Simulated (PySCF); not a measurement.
# Shapes and spin states of PdCl₃

Level of theory: PBE0/[Pd def2-SVP with ECP28, Cl def2-SVP], scalar-relativistic core potentials, density fitting, no spin–orbit coupling, PySCF.

Relaxations began from a few typed shapes and spin states; open shells are unrestricted. The search is not exhaustive: other isomers or separated fragments can lie lower, and high-lying points may rest on an excited occupation.

**Question.** Order these stationary points by electronic energy, lowest first, in kJ/mol from the lowest minimum.
A. quartet C2v: Pd–Cl 2.241 Å (×2), Pd–Cl 2.279 Å; Cl–Pd–Cl 113.1° (×2), Cl–Pd–Cl 133.7°
B. quartet Cs: Pd–Cl 2.233 Å, Pd–Cl 2.262 Å (×2); Cl–Pd–Cl 110.2°, Cl–Pd–Cl 124.9° (×2)
C. doublet C2v: Pd–Cl 2.195 Å, Pd–Cl 2.216 Å (×2); Cl–Pd–Cl 104.1° (×2), Cl–Pd–Cl 151.7°
D. doublet C2v: Pd–Cl 2.214 Å (×2), Pd–Cl 2.237 Å; Cl–Pd–Cl 93.5° (×2), Cl–Pd–Cl 173.0°

**Answer.** D (0.0), C (7.6), A (43.9), B (45.1).

**Question.** Which of them are minima?

**Answer.** By energy in kJ/mol, 0.0: not settled, its softest mode being under 30 cm⁻¹; 7.6: saddle point, 1 imaginary mode; 43.9: minimum; 45.1: saddle point, 1 imaginary mode.

Formally Pd is in oxidation state +3, d7, with 1 unpaired electron (the high-spin count would be 3). The Mulliken spin on Pd is 0.47, so most of the spin sits on the ligands and the formal count fails. The polar-tensor charge on Pd, 0.78, is far below the formal one.

For the lowest minimum: other spin states or occupations of the open shell can lie lower.
